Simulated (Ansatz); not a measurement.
Born–Oppenheimer molecular dynamics of Cl3FGeH2O (8 atoms, charge 0, multiplicity 1). It starts at the highest image of a converged band, a first-order saddle point between two minima.

Method: RKS PBE-D4/def2-SVP (Ansatz 0.2.0).

| Item | Value |
| --- | --- |
| ensemble | NVE (velocity Verlet) |
| time step | 0.5 fs |
| steps asked | 200 |
| starting velocities drawn for | 300 K |
| seed | 4831 |

Frames 0.5 fs apart, positions in Å, forces in eV/Å.

Velocities at 20 fs (Å/ps):

```
Ge 2.64 1.88 0.95
F -1.19 -0.21 -5.01
Cl 0.98 -3.37 -0.20
Cl -2.68 1.72 0.37
Cl -0.55 -1.06 1.24
O -5.04 -1.29 -1.66
H -0.74 -4.90 -7.12
H -7.89 -10.75 10.02
```

```xyz
8
Properties=species:S:1:pos:R:3:forces:R:3 time_fs=20 energy_less_start_eV=0.074 T=205
Ge -0.319 0.104 -0.180 0.38 1.10 -0.65
F -0.269 0.905 1.607 0.36 -0.37 -0.66
Cl 1.634 -0.826 0.096 -0.28 0.17 -0.03
Cl -0.620 2.132 -1.059 0.20 -1.01 0.23
Cl -1.096 -1.249 -1.843 0.33 0.52 0.59
O -1.874 -0.448 0.856 -1.11 -1.24 0.29
H -2.085 -1.408 0.971 0.11 0.40 -0.29
H -1.410 -0.047 1.668 0.01 0.43 0.53
8
Properties=species:S:1:pos:R:3:forces:R:3 time_fs=20.5 energy_less_start_eV=0.068 T=213
Ge -0.318 0.105 -0.180 0.34 1.09 -0.64
F -0.269 0.905 1.605 0.37 -0.37 -0.64
Cl 1.634 -0.827 0.096 -0.28 0.17 -0.04
Cl -0.621 2.132 -1.059 0.20 -1.01 0.23
Cl -1.097 -1.250 -1.843 0.33 0.53 0.59
O -1.877 -0.449 0.855 -1.03 -1.21 0.40
H -2.085 -1.410 0.967 0.11 0.41 -0.29
H -1.414 -0.051 1.673 -0.03 0.39 0.39
8
Properties=species:S:1:pos:R:3:forces:R:3 time_fs=21 energy_less_start_eV=0.061 T=221
Ge -0.316 0.106 -0.179 0.30 1.07 -0.62
F -0.270 0.905 1.602 0.37 -0.37 -0.62
Cl 1.635 -0.829 0.096 -0.28 0.17 -0.04
Cl -0.622 2.133 -1.058 0.21 -1.01 0.23
Cl -1.097 -1.250 -1.842 0.34 0.53 0.60
O -1.879 -0.449 0.854 -0.93 -1.10 0.52
H -2.085 -1.411 0.962 0.09 0.37 -0.29
H -1.418 -0.056 1.680 -0.09 0.34 0.22
8
Properties=species:S:1:pos:R:3:forces:R:3 time_fs=21.5 energy_less_start_eV=0.055 T=230
Ge -0.315 0.107 -0.179 0.25 1.05 -0.60
F -0.270 0.905 1.599 0.37 -0.37 -0.59
Cl 1.635 -0.831 0.096 -0.29 0.18 -0.04
Cl -0.624 2.134 -1.058 0.21 -1.01 0.22
Cl -1.097 -1.250 -1.841 0.34 0.54 0.60
O -1.882 -0.451 0.854 -0.81 -0.94 0.65
H -2.085 -1.411 0.957 0.07 0.28 -0.28
H -1.422 -0.059 1.687 -0.15 0.28 0.03
8
Properties=species:S:1:pos:R:3:forces:R:3 time_fs=22 energy_less_start_eV=0.049 T=237
Ge -0.314 0.108 -0.178 0.21 1.03 -0.58
F -0.271 0.904 1.596 0.37 -0.37 -0.57
Cl 1.636 -0.832 0.096 -0.29 0.18 -0.04
Cl -0.625 2.135 -1.058 0.21 -1.01 0.22
Cl -1.097 -1.251 -1.841 0.34 0.54 0.60
O -1.885 -0.452 0.853 -0.68 -0.73 0.77
H -2.085 -1.411 0.951 0.03 0.14 -0.26
H -1.427 -0.061 1.694 -0.20 0.21 -0.15
8
Properties=species:S:1:pos:R:3:forces:R:3 time_fs=22.5 energy_less_start_eV=0.044 T=244
Ge -0.312 0.109 -0.178 0.16 1.01 -0.57
F -0.271 0.904 1.593 0.36 -0.36 -0.54
Cl 1.636 -0.834 0.096 -0.29 0.19 -0.04
Cl -0.626 2.135 -1.058 0.22 -1.01 0.22
Cl -1.097 -1.251 -1.840 0.35 0.55 0.61
O -1.888 -0.453 0.853 -0.55 -0.51 0.88
H -2.084 -1.410 0.944 0.00 -0.01 -0.23
H -1.432 -0.063 1.701 -0.26 0.15 -0.33
8
Properties=species:S:1:pos:R:3:forces:R:3 time_fs=23 energy_less_start_eV=0.040 T=249
Ge -0.311 0.110 -0.178 0.12 0.99 -0.55
F -0.271 0.904 1.591 0.36 -0.36 -0.52
Cl 1.637 -0.836 0.095 -0.29 0.19 -0.04
Cl -0.627 2.135 -1.058 0.22 -1.01 0.21
Cl -1.098 -1.252 -1.839 0.35 0.55 0.61
O -1.891 -0.454 0.852 -0.43 -0.27 0.96
H -2.084 -1.409 0.937 -0.04 -0.17 -0.20
H -1.437 -0.065 1.707 -0.30 0.08 -0.47
8
Properties=species:S:1:pos:R:3:forces:R:3 time_fs=23.5 energy_less_start_eV=0.036 T=254
Ge -0.309 0.111 -0.177 0.08 0.97 -0.53
F -0.272 0.903 1.588 0.36 -0.35 -0.49
Cl 1.637 -0.837 0.095 -0.29 0.20 -0.04
Cl -0.629 2.136 -1.057 0.23 -1.00 0.20
Cl -1.098 -1.252 -1.838 0.35 0.56 0.61
O -1.895 -0.456 0.852 -0.33 -0.06 1.00
H -2.084 -1.408 0.929 -0.07 -0.32 -0.17
H -1.444 -0.066 1.712 -0.33 0.03 -0.59
8
Properties=species:S:1:pos:R:3:forces:R:3 time_fs=24 energy_less_start_eV=0.031 T=260
Ge -0.308 0.112 -0.177 0.04 0.95 -0.51
F -0.272 0.903 1.585 0.36 -0.35 -0.48
Cl 1.637 -0.839 0.095 -0.29 0.20 -0.04
Cl -0.630 2.136 -1.057 0.23 -1.00 0.20
Cl -1.098 -1.252 -1.837 0.35 0.56 0.62
O -1.898 -0.457 0.852 -0.25 0.10 1.01
H -2.083 -1.409 0.921 -0.10 -0.43 -0.14
H -1.451 -0.067 1.716 -0.34 -0.02 -0.66
8
Properties=species:S:1:pos:R:3:forces:R:3 time_fs=24.5 energy_less_start_eV=0.025 T=268
Ge -0.307 0.114 -0.177 0.01 0.93 -0.49
F -0.272 0.902 1.581 0.36 -0.34 -0.46
Cl 1.638 -0.840 0.095 -0.29 0.20 -0.04
Cl -0.631 2.136 -1.057 0.23 -0.99 0.19
Cl -1.098 -1.252 -1.836 0.35 0.56 0.62
O -1.901 -0.459 0.852 -0.21 0.20 0.99
H -2.083 -1.410 0.913 -0.11 -0.49 -0.11
H -1.459 -0.069 1.717 -0.35 -0.07 -0.69
8
Properties=species:S:1:pos:R:3:forces:R:3 time_fs=25 energy_less_start_eV=0.017 T=278
Ge -0.305 0.115 -0.176 -0.02 0.91 -0.47
F -0.272 0.902 1.578 0.36 -0.33 -0.45
Cl 1.638 -0.842 0.095 -0.29 0.20 -0.04
Cl -0.632 2.137 -1.056 0.23 -0.99 0.18
Cl -1.098 -1.252 -1.835 0.35 0.56 0.63
O -1.905 -0.460 0.852 -0.20 0.22 0.92
H -2.084 -1.413 0.904 -0.11 -0.49 -0.08
H -1.468 -0.070 1.718 -0.33 -0.10 -0.67
8
Properties=species:S:1:pos:R:3:forces:R:3 time_fs=25.5 energy_less_start_eV=0.007 T=291
Ge -0.304 0.116 -0.176 -0.05 0.90 -0.45
F -0.272 0.901 1.575 0.37 -0.32 -0.45
Cl 1.638 -0.844 0.095 -0.29 0.21 -0.04
Cl -0.634 2.137 -1.056 0.24 -0.98 0.17
Cl -1.098 -1.253 -1.834 0.35 0.56 0.63
O -1.908 -0.462 0.853 -0.22 0.16 0.80
H -2.084 -1.416 0.896 -0.09 -0.41 -0.06
H -1.477 -0.072 1.716 -0.31 -0.12 -0.61
```

Of the whole run (100 fs, mean temperature of the second half 299 K): The conserved energy stayed within 0.034 meV per atom of its start (net change 0.027 meV per atom), so the integration is sound. A run of 0.1 ps of so small a system gives no equilibrium averages. The orbitals stay closed-shell, which can raise the energy where a bond breaks towards radicals; this wasn't checked here.

The run took 4.6 min on 4 threads of Arm Neoverse V2, on a shared host, peak memory 0.19 GiB.
